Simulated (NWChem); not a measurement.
Species: C3H7FSi; SMILES F[SiH2]C1CC1

Results from NWChem. Pople sets run with spherical d functions. The geometry was optimised at PBE0/def2-SVP. Not confirmed as a minimum by frequencies. One conformer.

Isotropic polarisabilities at PBE0/6-31+G*: 55.64 bohr³ (static) and 56.10 bohr³ at ω = 0.0428 Ha (1065 nm).

Question: Fit one effective oscillator, α(ω) = α(0)/(1 − ω²/ω₀²), predict α at ω = 0.1139 Ha (400 nm) and compare with a run.

Answer: 
1. 1 − α(0)/α(ω) = 0.0082 = (ω/ω₀)², so ω₀ = 0.473 Ha = 12.9 eV.
2. At the second frequency, (ω/ω₀)² = 0.058 and α = 59.1 bohr³.
3. The run gives 59.1 bohr³, a difference of 0.1 %.
